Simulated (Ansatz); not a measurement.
Basis sets compared for Mg4H8 (the lowest singlet isomer of a short search). Total charge 0; singlet. Geometry r2SCAN-D4/def2-SVP. Ansatz on 4 threads of AMD EPYC 7B13 on a shared host; times are rough, and most runs start from earlier orbitals.

```xyz
12

Mg    1.672   -0.819    1.143
Mg   -0.640    1.538   -1.413
Mg   -0.441   -1.390   -0.879
Mg   -1.074    0.332    1.278
H    -1.670    1.694    0.255
H    -1.707   -1.190    0.448
H     0.418    0.290   -0.110
H     3.336   -0.646    1.488
H    -0.132    2.884   -2.335
H    -0.955   -0.247   -2.177
H     0.241   -0.254    2.366
H     0.953   -2.194   -0.064
```

The structure comes from a short search, and lower isomers may exist.

Binding counts from free atoms (Mg singlet, H doublet) in the same basis, without a counterpoise term.

| level | functions | energy (Eh) | HOMO (eV) | LUMO (eV) | binding per atom (eV) | wall time |
| --- | --- | --- | --- | --- | --- | --- |
| HF/STO-3G | 44 | -793.0113 | -6.39 | 8.80 | 2.83 | 0.2 s |
| HF/6-31G | 68 | -802.9665 | -9.91 | 0.49 | 1.36 | 0.35 s |
| HF/def2-TZVP | 176 | -803.0741 | -9.84 | 0.58 | 1.47 | 1.2 s |
| PBE-D4/def2-SVP | 112 | -804.2874 | -5.85 | -2.36 | 1.84 | 1.1 s |
| PBE-D4/def2-TZVP | 176 | -804.5884 | -5.84 | -2.31 | 1.86 | 1.5 s |
| r2SCAN-D4/def2-TZVP | 176 | -805.0018 | -6.05 | -1.89 | 1.97 | 3 s |
| PBE0-D4/def2-SVP | 112 | -804.3784 | -7.00 | -1.71 | 1.85 | 1.3 s |
| PBE0-D4/def2-TZVP | 176 | -804.6795 | -6.98 | -1.64 | 1.88 | 2 s |

Estimate the rows for PBE-D4/def2-TZVPD, r2SCAN-D4/def2-TZVPD, PBE0-D4/def2-TZVPD.


```
               level  functions  energy (Eh)  HOMO (eV)  LUMO (eV)  binding per atom (eV)  wall time
   PBE-D4/def2-TZVPD        212    -804.5896      -5.84      -2.32                   1.86      2.1 s
r2SCAN-D4/def2-TZVPD        212    -805.0027      -6.04      -1.90                   1.97      4.1 s
  PBE0-D4/def2-TZVPD        212    -804.6806      -6.98      -1.66                   1.88      2.8 s
```
